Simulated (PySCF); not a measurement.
SMILES N#Cc1cccc(O)c1 (C7H5NO) at its GFN2-xTB optimised geometry (Å):

```
14

N      1.9714    -2.9048     0.0056
C      1.3870    -1.9186     0.0019
C      0.6769    -0.6952     0.0000
C     -0.7166    -0.6952     0.0000
C     -1.3904     0.5130     0.0000
C     -0.6959     1.7077    -0.0007
C      0.6989     1.7088    -0.0015
O      1.3362     2.9048    -0.0021
C      1.3874     0.5044    -0.0008
H     -1.2532    -1.6314     0.0002
H     -2.4696     0.5243     0.0007
H     -1.2105     2.6551    -0.0007
H      2.2931     2.7766     0.0010
H      2.4696     0.4883    -0.0004
```

Method: CAM-B3LYP/def2-TZVP in PySCF 2.14.0. Cells within 0.4 Å of a nucleus heavier than hydrogen are left out (blank, or x).

Map of the electrostatic potential (hartree/e), clipped to [-0.08, 0.12] on the plane z = 0.0 Å:

```
|44444444444443333333444444444|
|44444444444443332233444555444|
|44444444444443322223455555554|
|44444444555544322345666665554|
|44444445567764335999999766555|
|444444556999965699x9999976555|
|44444455799999899xx9999986655|
|44444555799999999999999986655|
|44445555699999999999999976655|
|44455556799xxx9xxx99999876555|
|444556779999x999x999998776555|
|44556799999999999999999876555|
|4455699999xx99999xx9999976554|
|4455699999xx99999xx9999975554|
|44556799999999999999999865544|
|444556789999x999x999997655444|
|44455556799xxx9xxx99975544444|
|444455557999x999x999965444443|
|44444555799999999999974333333|
|44444455799999999xx9973333333|
|44444455699997799xx9994222233|
|44444445578765689999997222223|
|4444444455555445699xx98212223|
|4444444444444433389xx95111222|
|44444444444443322499961011222|
|44444444444333322222100011222|
|44444444443333222110000011222|
|44444444333333222111001112222|
|44444443333333322211111122223|
```
Scale: ten equal steps from -0.080 (start of '0') to 0.120 (end of '9'), in the order '0123456789'; x runs from -5.00 to 5.00, y from -5.00 (bottom) to 5.00 (top).
